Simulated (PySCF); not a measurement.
Zn(H)(NH2) (H3NZn), SMILES [NH2][ZnH]. The structure is a stationary point at PBE0-D3(BJ)/def2-TZVP.

All values below come from PBE0-D3(BJ)/def2-TZVP (PySCF 2.14.0).

Harmonic wavenumbers (cm⁻¹): 319, 457, 492, 668, 723, 1559, 1960, 3579, 3672. Rotational constants (GHz): 334.7, 10.17, 9.933; symmetry number 1.

Problem. Work out the zero-point energy and the ideal-gas rigid-rotor harmonic-oscillator thermochemistry at 298.15 K and 1 atm.

Solution. ZPE = ½ Σ hcν = ½ × 13430 cm⁻¹ = 19.20 kcal/mol. H − E(el) = 22.27 kcal/mol. Entropy in cal/(mol K): translation 39.14, rotation 19.79, vibration 3.41, total 62.34. G − E(el) = 3.69 kcal/mol. Cp = 13.95 cal/(mol K).
